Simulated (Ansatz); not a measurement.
Computed with Ansatz on PBE0-D4/def2-TZVP structures; ΔE is electronic, products minus reactants. CCSD(T)/CBS adds triple-zeta CCSD(T) − MP2 to the extrapolated MP2 energy (def2 sets, frozen cores). This one scheme is used for every species. Functionals use def2-TZVPP. B3LYP here is the variant with VWN-RPA as its local correlation; programs differ in this. One conformer a species, not always the lowest.

Reaction (formal exchange of groups at a C–N bond): `CC[N](C)[Al]([Cl])[Cl]` + `[SH][AlH][SH]` → `C[CH2][Al]([SH])[SH]` + `C[NH][Al]([Cl])[Cl]`

```csv
level,ΔE (kJ/mol)
B3LYP,-57.9
SCS-MP2/def2-TZVPP,-51.4
```

Question: What does CCSD(T)/CBS give? (An estimate is asked.)

Answer: Computed: -54.4 kJ/mol. The listed levels differ from it by -3.5, 3.0 kJ/mol.

Largest T1 diagnostic among the species: 0.011.

The D4 term adds +4.6 kJ/mol with B3LYP and +2.5 kJ/mol with PBE0; it sums over pairs of atoms, weighted by their polarisabilities, and B3LYP, whose exchange is more repulsive, gets the larger term.

CCSD(T)/CBS has its own doubt, a few kJ/mol and more with outer-core shells, so smaller differences from it don't rank the levels.
